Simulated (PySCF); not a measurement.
Field gradients from PBE0/pcSseg-1 densities (PySCF, non-relativistic) at GFN2-xTB geometries, isolated species, one conformer each; χzz is the principal value of largest magnitude, with Q(14N) = 0.02044 b, Q(17O) = −0.0256 b, Q(33S) = −0.0678 b. Where η is near 1, a small change in the tensor can flip the sign of χzz. GFN2-xTB bond lengths can be off by several hundredths of an ångström, more for odd bonds, and the gradients follow them. With so small a basis the couplings can be 20 % off.

Task: Rank these 14N sites by the size of the quadrupole coupling, smallest first.
A. The pyrrole-type nitrogen of `FC(F)(F)Sc1ccc[nH]1`
B. N4 (pyridine-type nitrogen) in `[CH2:1]=[CH:2][c:3]1[n:4][n:5][s:6][c:7]1[CH2:8][CH3:9]`
C. N8 (pyrrole-type nitrogen) in `[CH2:1]=[CH:2][c:3]1[cH:4][n:5][c:6]([F:7])[nH:8]1`
D. The pyridine-type nitrogen of `Cc1coc(CC[SiH3])n1`
E. N3 (pyridine-type nitrogen) in `[CH3:1][c:2]1[n:3][s:4][n:5][c:6]1[CH:7]1[CH2:8][CH2:9]1`
F. N6 (pyridine-type nitrogen) in `[CH3:1][S:2][c:3]1[cH:4][n:5][n:6][cH:7][c:8]1[CH3:9]`

Result: A (2.884 MHz), C (3.512 MHz), D (4.366 MHz), E (4.616 MHz), B (5.432 MHz), F (6.106 MHz).

Task: These 17O couplings (χzz in MHz, η) are listed in rising order: (-11.01, 0.33); (-8.313, 0.04); (9.220, 0.03); (9.633, 0.14); (12.33, 1.00). Assign them to: the amide oxygen of `CN(C=O)[C@@H]1C=CC[SiH2]1`; the furan-type oxygen of `Cc1coc(CC[SiH3])n1`; the silyl ether oxygen of `C=C[C@@H](C)[C@H](C#N)O[SiH3]`; O4 (ester carbonyl oxygen) in `[CH3:1][O:2][C:3](=[O:4])[c:5]1[n:6][n:7][cH:8][s:9]1`; the ether oxygen of `C=C(C#N)C[SiH2]COC`.

Result: -11.01 MHz, η 0.33: the silyl ether oxygen of `C=C[C@@H](C)[C@H](C#N)O[SiH3]`; -8.313 MHz, η 0.04: the furan-type oxygen of `Cc1coc(CC[SiH3])n1`; 9.220 MHz, η 0.03: the amide oxygen of `CN(C=O)[C@@H]1C=CC[SiH2]1`; 9.633 MHz, η 0.14: O4 (ester carbonyl oxygen) in `[CH3:1][O:2][C:3](=[O:4])[c:5]1[n:6][n:7][cH:8][s:9]1`; 12.33 MHz, η 1.00: the ether oxygen of `C=C(C#N)C[SiH2]COC`.

Task: Rank these 33S sites by the size of the quadrupole coupling, smallest first.
A. The thiophene-type sulfur of `COC(=O)c1nncs1`
B. The ring sulfur of `Cc1nsnc1C1CC1`
C. The sulfide sulfur of `FC(F)(F)Sc1ccc[nH]1`
D. The ring sulfur of `C=Cc1nnsc1CC`

Result: A (24.05 MHz), D (30.50 MHz), B (40.46 MHz), C (50.49 MHz).

All sites together:

```
nucleus                                                                                     site  Vzz (au)     η  χzz (MHz)
    14N  N3 (pyridine-type nitrogen) in [CH3:1][c:2]1[n:3][s:4][n:5][c:6]1[CH:7]1[CH2:8][CH2:9]1    -0.961  0.08     -4.616
    14N     N6 (pyridine-type nitrogen) in [CH3:1][S:2][c:3]1[cH:4][n:5][n:6][cH:7][c:8]1[CH3:9]    -1.271  0.11     -6.106
    14N         N8 (pyrrole-type nitrogen) in [CH2:1]=[CH:2][c:3]1[cH:4][n:5][c:6]([F:7])[nH:8]1    -0.731  0.13     -3.512
    14N                                         the pyrrole-type nitrogen of FC(F)(F)Sc1ccc[nH]1    -0.601  0.13     -2.884
    14N   N4 (pyridine-type nitrogen) in [CH2:1]=[CH:2][c:3]1[n:4][n:5][s:6][c:7]1[CH2:8][CH3:9]    -1.131  0.11     -5.432
    14N                                         the pyridine-type nitrogen of Cc1coc(CC[SiH3])n1    -0.909  0.11     -4.366
    17O                                            the amide oxygen of CN(C=O)[C@@H]1C=CC[SiH2]1    -1.533  0.03      9.220
    17O                                              the furan-type oxygen of Cc1coc(CC[SiH3])n1     1.382  0.04     -8.313
    17O                                  the silyl ether oxygen of C=C[C@@H](C)[C@H](C#N)O[SiH3]     1.830  0.33     -11.01
    17O      O4 (ester carbonyl oxygen) in [CH3:1][O:2][C:3](=[O:4])[c:5]1[n:6][n:7][cH:8][s:9]1    -1.602  0.14      9.633
    17O                                                   the ether oxygen of C=C(C#N)C[SiH2]COC    -2.050  1.00      12.33
    33S                                                the sulfide sulfur of FC(F)(F)Sc1ccc[nH]1    -3.170  0.64      50.49
    33S                                                          the ring sulfur of C=Cc1nnsc1CC     1.915  0.42     -30.50
    33S                                                         the ring sulfur of Cc1nsnc1C1CC1     2.540  0.56     -40.46
    33S                                              the thiophene-type sulfur of COC(=O)c1nncs1     1.510  0.48     -24.05
```
